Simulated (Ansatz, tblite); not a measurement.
Forces on the cluster Pd₂O⁺ at its PBE-D4/def2-TZVP geometry. Charge 1, multiplicity 2.

In the def2 sets Pd takes a core potential; there is no spin–orbit coupling. The xTB rows come from tblite. At r2SCAN-D4/def2-TZVP the charge 1 doublet is spin-contaminated (final ⟨S²⟩ up to 1.77, 0.75 for a pure state). The order of the spin states hangs on the level: the quartet lies 0.25 eV below the doublet at PBE0-D4/def2-TZVP, but 0.69 eV above it at GFN1-xTB. The structure comes from a short search, and lower isomers may exist.

GFN1-xTB (tblite), largest force 0.13 eV/Å:

```xyz
3
positions Å, forces eV/Å
Pd    0.692    0.479    1.651   -0.048   -0.034   -0.117
Pd   -0.694   -0.479   -1.651    0.050    0.034    0.117
O     0.001    0.000   -0.001   -0.002    0.000    0.000
```

GFN2-xTB (tblite), largest force 1.28 eV/Å:

```
Pd -0.479 -0.331 -1.143
Pd 0.480 0.332 1.142
O -0.001 0.000 0.000
```

r2SCAN-D4/def2-TZVP (Ansatz), largest force 0.31 eV/Å:

```
Pd -0.114 -0.079 -0.272
Pd 0.115 0.079 0.272
O -0.001 0.000 0.000
```
